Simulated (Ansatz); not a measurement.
A nudged elastic band was laid between two geometries of CH$_{7}$ClSi$_{2}$ (11 atoms, charge 0, multiplicity 1).

These are results of RKS PBE-D4/def2-SVP in Ansatz 0.2.0, not measurements.

```yaml
movable_images: 7
climbing_image: yes
spring: 5.0 eV/Å²
optimiser: quadratic models (default)
start_path: through a guess of the saddle point
force_threshold: 0.05 eV/Å
iteration_limit: 60
end_points: relaxed
```

First end point:

```xyz
11
Properties=species:S:1:pos:R:3
Si 0.220 -0.550 -0.568
Si 0.981 1.568 0.114
C -1.362 -1.072 0.310
H -1.234 -1.034 1.410
H 0.033 -0.607 -2.061
Cl 1.756 -1.900 -0.080
H -0.050 2.629 -0.180
H 1.234 1.544 1.598
H 2.259 1.923 -0.596
H -1.640 -2.107 0.024
H -2.195 -0.394 0.028
```

Last end point:

```xyz
11
Properties=species:S:1:pos:R:3
Si -0.146 -1.384 -0.999
Si 0.961 1.907 0.945
C -1.769 -1.805 -0.657
H 0.264 1.126 2.021
H 0.371 -0.855 -2.290
Cl 1.393 -1.658 0.356
H 0.685 3.373 1.125
H 2.442 1.665 1.005
H 0.434 1.481 -0.400
H -2.091 -2.207 0.314
H -2.546 -1.644 -1.420
```

Which bonds break or form, and what moves?

Bonds broken: Si1–Si2, C3–H4. Bonds formed: Si2–H4. CH7ClSi2 becomes CH3ClSi + H4Si.

Give the energies along the band, and the barrier.

It converged. The highest image is number 4 of 0 to 8, 3.57 eV above the first end and 1.18 eV above the last; the last end lies 2.38 eV above the first. The profile has 3 maxima (images 1, 4, 7) with wells between them (images 2, 6): this band takes more than one step, which may be the mechanism or a detour left from its start path. Neighbouring images differ by up to 3.5 eV, so the band resolves the path poorly. A vibrational analysis at the climbing image gives one clearly imaginary mode, 729i cm⁻¹: a first-order saddle point. The orbitals stay closed-shell, which can raise the energy where a bond breaks towards radicals; this wasn't checked here.

| image | path coordinate (Å) | energy (eV) | Si1–Si2 (Å) | C3–H4 (Å) | Si2–H4 (Å) |
| --- | --- | --- | --- | --- | --- |
| 0 | 0.00 | 0.00 | 2.35 | 1.11 | 3.65 |
| 1 | 1.64 | 0.07 | 2.35 | 1.11 | 3.42 |
| 2 | 3.28 | 0.03 | 2.36 | 1.11 | 3.65 |
| 3 | 4.93 | 0.09 | 2.35 | 1.11 | 3.23 |
| 4 | 6.57 | 3.57 | 2.69 | 1.96 | 1.76 |
| 5 | 8.11 | 2.45 | 3.57 | 2.96 | 1.51 |
| 6 | 9.65 | 2.38 | 3.95 | 3.82 | 1.51 |
| 7 | 11.18 | 2.39 | 4.02 | 3.83 | 1.50 |
| 8 | 12.72 | 2.38 | 3.98 | 4.46 | 1.50 |

What is the geometry of the highest image?


```xyz
11
Properties=species:S:1:pos:R:3:forces:R:3
Si -0.011 -0.865 -0.683 0.00 0.00 0.00
Si 0.880 1.387 0.477 0.00 0.01 0.00
C -1.570 -1.205 0.042 -0.01 0.00 -0.01
H -0.583 0.485 0.083 0.00 0.00 0.01
H 0.004 -0.404 -2.105 0.00 0.00 0.00
Cl 1.920 -1.685 -0.308 0.00 0.00 0.00
H 0.035 2.618 0.672 0.00 0.00 0.00
H 1.447 0.929 1.786 0.00 0.00 0.00
H 1.934 1.671 -0.552 0.00 0.00 0.00
H -1.688 -1.243 1.136 0.01 0.00 0.00
H -2.367 -1.689 -0.548 0.00 0.00 0.00
```

The band took 24 iterations and of the order of 7 core-minutes.

Run time: 3.4 min on 2 threads of Intel(R) Xeon(R) Platinum 8488C (Sapphire Rapids), on a shared host, peak memory 0.22 GiB.
